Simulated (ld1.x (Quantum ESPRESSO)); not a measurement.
## Before and after: PAW potential for Zn (Z = 30)

```
Element                 : Zn
Generator               : ld1.x (Quantum ESPRESSO) 7.5
Type                    : PAW
Functional              : PBE
Relativity              : scalar-relativistic
Frozen core             : [Ne] 3s2
Valence charge          : 18
Reference configuration : 3p6 3d10 4s2 4p0
Partial waves           : 4s (bound): rcut 1.60, rcutus 2.10 bohr; 4s channel at 3.5 Ry: rcut 1.60, rcutus 2.10 bohr; 3p (bound): rcut 1.00, rcutus 1.20 bohr; 4p (bound, empty): rcut 1.00, rcutus 1.20 bohr; 3d (bound): rcut 0.80, rcutus 1.10 bohr; 3d channel at 0.25 Ry: rcut 0.80, rcutus 1.10 bohr; 4f channel at 0.1 Ry: rcut 1.25, rcutus 1.70 bohr
Local potential         : all-electron potential smoothed inside 1.10 bohr (lloc = -2)
Core correction         : Bessel-smoothed model core inside 1.05 bohr
Augmentation charge     : PSQ, inside the norm-conserving radii
```

Change: core correction a·sin(br)/r model core, default radius (ld1.x builds one for every PAW set, though the input has nlcc=.false.).

Cutoffs: the cutoffs (Ry, on a coarse ladder) from which the occupation-weighted sum of valence levels, in a spherical-Bessel basis at the reference potential, stays within 10 and 1 mRy of its value at 400 Ry; they do not see the model core or the augmentation charge, which bear on the density cutoff. Errors are all-electron minus pseudo energies relative to the spin-unpolarised reference configuration.

Problem. Predict the effect on cutoff, ghosts and configuration errors.

Solution. The potential gets neither clearly harder nor softer (120 Ry and 200 Ry → 120 Ry and 200 Ry); of the 7 tests that both files solve, the error grows in 1 and shrinks in 4 by more than 15 % and 0.3 meV (median size 1.6 → 0.3 meV); neither file shows a bound ghost. A model core, the more so a compact one, raises the density cutoff, which this test does not measure.

```csv
quantity,base,changed
"cutoff, loose",120 Ry,120 Ry
"cutoff, tight",200 Ry,200 Ry
bound ghosts,none,none
"error for 3p6 3d10 4s1 4p0, meV [ΔE 9.89 eV]",-1.0,-0.2
"error for 3p6 3d10 4s0 4p0, meV [ΔE 28.33 eV]",-4.4,+2.3
"error for 3p6 3d9 4s0 4p0, meV [ΔE 68.86 eV]",-24,-37
"error for 3p6 3d10 4s1.5 4p0, meV [ΔE 3.94 eV]",-0.4,-0.2
"error for 3p6 3d10 4s0 4p2, meV [ΔE 10.56 eV]",-1.6,0.0
"error for 3p5 3d10 4s2 4p0, meV [ΔE 92.03 eV]",-47,-50
"error for 3p6 3d10 4s1 4p1, meV [ΔE 5.09 eV]",-0.7,-0.3
s: phases at 2.29 bohr within 0.05 rad from the reference energy up to (Ry; the scan ends near 5),4.5,4.5
p: phases at 2.29 bohr within 0.05 rad from the reference energy up to (Ry; the scan ends near 5),n/a,n/a
d: phases at 2.29 bohr within 0.05 rad from the reference energy up to (Ry; the scan ends near 5),to the end of the scan,to the end of the scan
f: phases at 2.29 bohr within 0.05 rad from the reference energy up to (Ry; the scan ends near 5),to the end of the scan,to the end of the scan
lowest overlap eigenvalue by channel,"s 0.55, p 0.11, d 0.94, f 0.63","s 0.55, p 0.11, d 0.94, f 0.63"
```
